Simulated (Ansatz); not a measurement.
Saddle point of Si2H8O2, closed shell (Si₂H₆O ([OH][SiH2][SiH3]) + H₂O → SiH₄O₂ ([OH][SiH2][OH]) + SiH₄; bonds formed: Si1–O7, Si2–H6; bonds broken: Si1–Si2, H6–O7), PBE0-D4/def2-TZVP structure:

| atom | x (Å) | y (Å) | z (Å) |
| --- | --- | --- | --- |
| Si1 | -0.6490 | 0.3379 | -0.6274 |
| Si2 | 0.7339 | -1.3540 | 1.0640 |
| H3 | -0.6921 | -0.7256 | -1.6475 |
| H4 | -1.5333 | 0.1192 | 0.5523 |
| O5 | -1.2650 | 1.7586 | -1.2535 |
| H6 | 1.2960 | 0.3596 | 0.0289 |
| O7 | 1.0204 | 1.0692 | -0.7307 |
| H8 | 2.0346 | -2.1007 | 1.0510 |
| H9 | 0.4740 | -1.0095 | 2.4990 |
| H10 | -0.3108 | -2.3663 | 0.7024 |
| H11 | -2.2003 | 1.8950 | -1.0997 |
| H12 | 1.0916 | 2.0168 | -0.5389 |

Energies are electronic, without zero-point energy. Barriers and step energies count from the start structure reached by relaxing down the imaginary mode; all methods use the PBE0-D4 structures, on which another method's saddle can fall below an end. Computed with Ansatz 0.2.0 (basis: def2-TZVPP, with def2-QZVPP for the basis limit); correlated methods freeze the cores. B3LYP uses VWN-RPA correlation. Extrapolation: Hartree–Fock as exp(−7.88 √X), correlation as X^−2.97.

| method | barrier (kcal/mol) | step energy (kcal/mol) |
| --- | --- | --- |
| SPW92 | 25.54 | -16.37 |
| PBE-D4 | 32.75 | -17.29 |
| BLYP-D4 | 36.93 | -21.19 |
| r2SCAN-D4 | 34.81 | -21.88 |
| B97M-V | 37.84 | -22.18 |
| PBE0-D4 | ? | -19.05 |
| B3LYP-D4 | ? | -22.36 |
| r2SCAN0-D4 | 37.00 | -22.48 |
| BHLYP-D4 | 43.25 | -24.39 |
| CAM-B3LYP-D4 | 40.04 | -23.81 |
| wB97X-V | 40.24 | -22.42 |
| wB97M-V | ? | -23.55 |
| B2PLYP | 40.11 | -24.29 |
| PBE-QIDH | 38.59 | -22.25 |
| RPA on PBE | 40.34 | -23.90 |
| HF | 52.93 | -30.13 |
| MP2 | 39.32 | -24.69 |
| CCSD | 42.63 | -24.17 |
| CCSD(T) | 40.35 | -23.27 |

Task: Fill in the withheld barriers. (Judge from chemistry; the value comes from the calculation.)

Result: Computed: wB97M-V 37.30; PBE0-D4 36.06; B3LYP-D4 39.25 kcal/mol. Each is the energy of the saddle less that of the start structure, by the same method.

For comparison, the barrier by CCSD(T) at an estimated basis limit (MP2 extrapolated from triple and quadruple zeta, plus CCSD(T) − MP2 in triple zeta) is 40.21 kcal/mol.

No T1 diagnostic of these runs exceeds 0.013.

Labels in which every atom is bracketed show which atoms are joined, not bond orders.

For scale, one of the runs: CCSD(T)/def2-TZVPP, 258 basis functions, launched by `ansatz run in.yaml --threads 4 --pin off --events-out ev --progress --plain --max-ram 9574MiB`. The run took 2 min on 4 CPU threads of an Arm Neoverse V1 (shared host), with 5.7 GiB of host memory at its peak.
